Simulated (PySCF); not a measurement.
**Molecular orbitals of ZnCl**

PBE0 at R = 2.151 Å; PySCF, scalar-relativistic core potentials, basis sets Zn cc-pVDZ-PP with ECP10, Cl cc-pV(D+d)Z. State: quartet, unpaired electrons σ ↑, π ↑↑, a mixture of terms (⟨Lz²⟩ = 2.0), a second solution, started from another occupation. Only the outer orbitals are listed, counted within each symmetry, core potentials removing the inner ones.

```
spin  orbital  occ.  ε (eV)  on Zn (%)            main shells (%)
   α       8σ     1  -12.82         47  53 Cl p, 34 Zn d, 11 Zn s
   α       4π     1  -12.07          8                    92 Cl p
   α       9σ     1   -6.77         92                    86 Zn s
   α       5π     1   -2.81         99                    99 Zn p
   α       5π     0   -0.99         99                    99 Zn p
   α      10σ     0    0.64        106                   101 Zn p
   α      11σ     0    6.29         74           74 Zn p, 24 Cl d
   β       8σ     1  -12.12         36   64 Cl p, 25 Zn d, 8 Zn s
   β       4π     1  -11.55          6                    94 Cl p
   β       4π     0   -8.24          4                    96 Cl p
   β       9σ     0   -3.11         95                    92 Zn s
   β       5π     0    0.35         98                    98 Zn p
```

**Question.** Which are the highest filled and the lowest empty level, where do they sit, and how wide is the gap?

**Answer.** Highest filled α 5π at -2.81 eV (in %: 99 Zn p); lowest empty β 4π at -8.24 eV (in %: 96 Cl p); the gap at PBE0 is -5.43 eV.

The bond order (Mayer) is 0.52 and the ⟨S²⟩ is 3.754. The charge on Zn (Mulliken, basis-dependent) is -0.25, the charge on Zn (Löwdin, basis-dependent) is -0.41 and the dipole moment (positive dipole means Zn(−)Cl(+)) is 3.34 D.

Shares are Mulliken populations and can fall outside 0 to 100 %.

Counting both spins, an empty level lies below a filled one in this solution, because spin and occupation are held.
